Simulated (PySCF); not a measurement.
C2H6Se2, SMILES CC[Se][SeH].

Coordinates come from a B3LYP-D3(BJ)/def2-SVP optimisation. Other conformers were not sampled.

Two levels are set side by side: PBE/def2-TZVP (PySCF) and ωB97X/def2-TZVP (PySCF). Same geometry, gas phase. Differences are taken from unrounded values.

```json
[
 {"quantity": "orbital gap (eV)", "ωB97X": "9.57", "PBE": "3.20", "PBE minus ωB97X": "-6.37"},
 {"quantity": "highest occupied level (eV)", "ωB97X": "-8.94", "PBE": "-5.51", "PBE minus ωB97X": "3.43"},
 {"quantity": "lowest empty level (eV)", "ωB97X": "0.63", "PBE": "-2.31", "PBE minus ωB97X": "-2.93"},
 {"quantity": "dipole moment (D)", "ωB97X": "1.78", "PBE": "1.68", "PBE minus ωB97X": "-0.10"},
 {"quantity": "mean polarisability (bohr³)", "ωB97X": "78.6", "PBE": "81.3", "PBE minus ωB97X": "2.7"}
]
```

PBE's occupied levels lie high since its potential decays too fast outside the molecule; exact exchange lowers them and widens the gap. Loosely held outer electrons make PBE densities more polarisable. Differences between two approximate levels are no errors against the true value.

Rough cost on one machine, each run with all the roots and properties that it gave: ωB97X against PBE within a factor of 2.
